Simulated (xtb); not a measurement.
Br4Ta (SMILES [Br][Ta+]([Br])([Br])[Br]), charge +1, singlet, from a rough starting geometry (GFN-xTB shapes and energies of metal compounds can be far from the true ones) (the multiplicity is a formal guess); GFN2-xTB (xtb).

Here is a job for xtb.
```
$ xtb mol.xyz --gfn 2 --chrg 1 --opt vtight --json

# file mol.xyz
5

Ta    -0.03146395    -0.03707169     0.01985974
Br     1.93041604    -0.61115674    -1.31088585
Br     0.68163433     0.31320821     2.29167456
Br    -0.91098709     2.03588827    -0.78270220
Br    -1.59548377    -1.73045283    -0.13223752
```

It wrote (shortened):

```
   ID    Z sym.   atoms
    1   73 Ta     1
    2   35 Br     2-5

           -------------------------------------------------
          |                Calculation Setup                |
           -------------------------------------------------

           -------------------------------------------------
          |                 G F N 2 - x T B                 |
           -------------------------------------------------

          ...................................................
          :                      SETUP                      :
          :.................................................:
          :  # basis functions                  50          :
          :  # atomic orbitals                  45          :
          :  # shells                           15          :
          :  # electrons                        32          :
          :  max. iterations                   250          :
          :  Hamiltonian                  GFN2-xTB          :
          :  restarted?                      false          :
          :  GBSA solvation                  false          :
          :  PC potential                    false          :
          :  electronic temp.          300.0000000     K    :
          :  accuracy                    1.0000000          :
          :  -> integral cutoff          0.2500000E+02      :
          :  -> integral neglect         0.1000000E-07      :
          :  -> SCF convergence          0.1000000E-05 Eh   :
          :  -> wf. convergence          0.1000000E-03 e    :
          :  Broyden damping             0.4000000          :
          :  net charge                          1          :
          :  unpaired electrons                  0          :
          ...................................................

 iter      E             dE          RMSdq      gap      omega  full diag
   1    -17.8761123 -0.178761E+02  0.540E+00    1.94       0.0  T
   2    -17.7389640  0.137148E+00  0.122E+01    4.07       1.0  T
   3    -17.9989960 -0.260032E+00  0.785E+00    3.19       1.0  T
   4    -18.0688208 -0.698247E-01  0.450E+00    2.90       1.0  T
   5    -18.0807545 -0.119338E-01  0.278E+00    2.38       1.0  T
   6    -18.0982338 -0.174793E-01  0.288E-01    2.60       1.0  T
   7    -18.0980694  0.164397E-03  0.336E-01    2.56       1.0  T
   8    -18.0982790 -0.209568E-03  0.880E-02    2.58       1.0  T
   9    -18.0982820 -0.301176E-05  0.576E-02    2.59       1.0  T
  10    -18.0982872 -0.524082E-05  0.203E-02    2.58       2.2  T
  11    -18.0982878 -0.585504E-06  0.133E-02    2.58       3.4  T
  12    -18.0982877  0.142915E-06  0.111E-02    2.58       4.0  T
  13    -18.0982879 -0.231053E-06  0.504E-03    2.58       8.9  T
  14    -18.0982880 -0.301559E-07  0.340E-03    2.58      13.1  T
  15    -18.0982880 -0.211249E-07  0.925E-04    2.58      48.3  T
  16    -18.0982880  0.220613E-08  0.120E-03    2.58      37.3  T
  17    -18.0982880 -0.328171E-08  0.149E-04    2.58     300.7  T

   *** convergence criteria satisfied after 17 iterations ***

         :::::::::::::::::::::::::::::::::::::::::::::::::::::
         ::                     SUMMARY                     ::
         :::::::::::::::::::::::::::::::::::::::::::::::::::::
         :: total energy             -18.065473549772 Eh    ::
         :: gradient norm              0.048280600703 Eh/a0 ::
         :: HOMO-LUMO gap              2.583191217856 eV    ::
         ::.................................................::
         :: SCC energy               -18.098282191849 Eh    ::
         :: -> isotropic ES            0.108908328480 Eh    ::
         :: -> anisotropic ES          0.007905424189 Eh    ::
         :: -> anisotropic XC         -0.002316264746 Eh    ::
         :: -> dispersion             -0.007391041589 Eh    ::
         :: repulsion energy           0.032808642077 Eh    ::
         :: add. restraining           0.000000000000 Eh    ::
         :: total charge               1.000000000000 e     ::
         :::::::::::::::::::::::::::::::::::::::::::::::::::::

      -----------------------------------------------------------
     |                   =====================                   |
     |                        A N C O P T                        |
     |                   =====================                   |
     |               Approximate Normal Coordinate               |
     |                Rational Function Optimizer                |
      -----------------------------------------------------------
      -----------------------------------------------------------
     |                   =====================                   |
     |                        A N C O P T                        |
     |                   =====================                   |
     |               Approximate Normal Coordinate               |
     |                Rational Function Optimizer                |
      -----------------------------------------------------------

          ...................................................
          :                      SETUP                      :
          :.................................................:
          :   optimization level         verytight          :
          :   max. optcycles                   200          :
          :   ANC micro-cycles                  20          :
          :   degrees of freedom                 9          :
          :.................................................:
          :   RF solver                   davidson          :
          :   write xtbopt.log                true          :
          :   linear?                        false          :
          :   energy convergence         0.1000000E-06 Eh   :
          :   grad. convergence          0.2000000E-03 Eh/α :
          :   maxmium RF displ.          1.0000000          :
          :   Hlow (freq-cutoff)         0.1000000E-01      :
          :   Hmax (freq-cutoff)         5.0000000          :
[...]
 * total energy  :   -18.0654735 Eh     change       -0.5178080E-10 Eh
 * total energy  :   -18.0553525 Eh     change        0.1012109E-01 Eh
 * total energy  :   -18.0640602 Eh     change       -0.8707743E-02 Eh
 * total energy  :   -18.0531978 Eh     change        0.1086243E-01 Eh
 * total energy  :   -18.0673448 Eh     change       -0.1414698E-01 Eh
 * total energy  :   -18.0652788 Eh     change        0.2065979E-02 Eh
 * total energy  :   -18.0680287 Eh     change       -0.2749887E-02 Eh
 * total energy  :   -18.0669204 Eh     change        0.1108292E-02 Eh
 * total energy  :   -18.0682409 Eh     change       -0.1320583E-02 Eh
 * total energy  :   -18.0682515 Eh     change       -0.1055943E-04 Eh
 * total energy  :   -18.0682522 Eh     change       -0.6978461E-06 Eh
 * total energy  :   -18.0682527 Eh     change       -0.5136724E-06 Eh
 * total energy  :   -18.0682527 Eh     change       -0.2157932E-07 Eh
   *** GEOMETRY OPTIMIZATION CONVERGED AFTER 13 ITERATIONS ***
[...]

 iter      E             dE          RMSdq      gap      omega  full diag
   1    -18.1002206 -0.181002E+02  0.285E-04    2.71       0.0  T
   2    -18.1002206 -0.778400E-11  0.226E-04    2.71     197.7  T
   3    -18.1002206  0.510738E-10  0.241E-04    2.71     185.9  T

   *** convergence criteria satisfied after 3 iterations ***

         :::::::::::::::::::::::::::::::::::::::::::::::::::::
         ::                     SUMMARY                     ::
         :::::::::::::::::::::::::::::::::::::::::::::::::::::
         :: total energy             -18.068252744079 Eh    ::
         :: gradient norm              0.000111147153 Eh/a0 ::
         :: HOMO-LUMO gap              2.709935856532 eV    ::
         ::.................................................::
         :: SCC energy               -18.100214850077 Eh    ::
         :: -> isotropic ES            0.108734944318 Eh    ::
         :: -> anisotropic ES          0.007982392739 Eh    ::
         :: -> anisotropic XC         -0.002274745223 Eh    ::
         :: -> dispersion             -0.007401515746 Eh    ::
         :: repulsion energy           0.031962105998 Eh    ::
         :: add. restraining           0.000000000000 Eh    ::
         :: total charge               1.000000000000 e     ::
         :::::::::::::::::::::::::::::::::::::::::::::::::::::

           -------------------------------------------------
          |                Property Printout                |
           -------------------------------------------------

    * Orbital Energies and Occupations

         #    Occupation            Energy/Eh            Energy/eV
      -------------------------------------------------------------
         1        2.0000           -1.0820150             -29.4431
       ...           ...                  ...                  ...
         4        2.0000           -1.0378511             -28.2414
         5        2.0000           -0.7624146             -20.7464
         6        2.0000           -0.6557983             -17.8452
         7        2.0000           -0.6557970             -17.8451
         8        2.0000           -0.6557872             -17.8449
         9        2.0000           -0.6477556             -17.6263
        10        2.0000           -0.6477405             -17.6259
        11        2.0000           -0.6477397             -17.6259
        12        2.0000           -0.6474481             -17.6180
        13        2.0000           -0.6474466             -17.6179
        14        2.0000           -0.6348163             -17.2742
        15        2.0000           -0.6348156             -17.2742
        16        2.0000           -0.6348058             -17.2739 (HOMO)
        17                         -0.5352175             -14.5640 (LUMO)
        18                         -0.5352119             -14.5639
        19                         -0.5007409             -13.6259
        20                         -0.5007303             -13.6256
        21                         -0.5007242             -13.6254
        22                         -0.2466381              -6.7114
        23                         -0.1828148              -4.9746
        24                         -0.1828076              -4.9744
        25                         -0.1828070              -4.9744
        26                         -0.1755671              -4.7774
        27                         -0.1755665              -4.7774
       ...                                ...                  ...
        45                          1.9668273              53.5201
      -------------------------------------------------------------
                  HL-Gap            0.0995883 Eh            2.7099 eV
             Fermi-level           -0.5850117 Eh          -15.9190 eV

     #   Z          covCN         q      C6AA      α(0)
     1  73 Ta       3.119     0.966   269.598    35.149
     2  35 Br       0.784     0.008   184.333    21.889
     3  35 Br       0.784     0.008   184.333    21.889
     4  35 Br       0.784     0.008   184.332    21.889
     5  35 Br       0.784     0.008   184.333    21.889

 Mol. C6AA /au·bohr⁶  :       4970.305952
 Mol. C8AA /au·bohr⁸  :     420374.512852
 Mol. α(0) /au        :        122.705596

Wiberg/Mayer (AO) data.
largest (>0.10) Wiberg bond orders for each atom

 ---------------------------------------------------------------------------
     #   Z sym  total        # sym  WBO       # sym  WBO       # sym  WBO
 ---------------------------------------------------------------------------
     1  73 Ta   5.938 --     4 Br   1.485     2 Br   1.485     3 Br   1.484
                             5 Br   1.484
     2  35 Br   1.703 --     1 Ta   1.485
     3  35 Br   1.703 --     1 Ta   1.484
     4  35 Br   1.703 --     1 Ta   1.485
     5  35 Br   1.703 --     1 Ta   1.484
 ---------------------------------------------------------------------------

Topologies differ in total number of bonds
Writing topology from bond orders to xtbtopo.mol

molecular dipole:
                 x           y           z       tot (Debye)
 q only:        0.028      -0.011       0.032
   full:        0.028      -0.011       0.032       0.111
molecular quadrupole (traceless):
                xx          xy          yy          xz          yz          zz
 q only:       -0.000      -0.001      -0.000       0.001      -0.001       0.000
  q+dip:       -0.000      -0.001      -0.001       0.001      -0.001       0.001
   full:       -0.000      -0.001      -0.001       0.001      -0.000       0.001

optimized geometry written to: xtbopt.xyz

           -------------------------------------------------
          | TOTAL ENERGY              -18.068252744079 Eh   |
          | GRADIENT NORM               0.000111147153 Eh/α |
          | HOMO-LUMO GAP               2.709935856532 eV   |
           -------------------------------------------------

normal termination of xtb
```
